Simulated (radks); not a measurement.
Values are calculated unless marked as measured or tabulated.
Problem. The mean radii <r> (bohr) of the occupied orbitals of an atom or ion are listed with their occupations. Code: a radial shooting solver on a logarithmic mesh with Libxc functionals. Model: non-relativistic Kohn-Sham, exchange-only LDA, spin-unpolarised, spherical densities, point nucleus.

| orbital | occ. | <r> |
|---|---|---|
| 1s | 2 | 0.07697 |
| 2s | 2 | 0.3250 |

Name the element and its charge.

Solution. Z = 20, calcium, charge +16: Ca16+ in [He] 2s2. The 1s radius gives Z: for a bare nucleus <r> = 1.5/Z, 0.075 bohr for Z = 20, and screening makes it slightly larger (0.07697 here). The occupations add up to 4, and the charge is Z minus that.
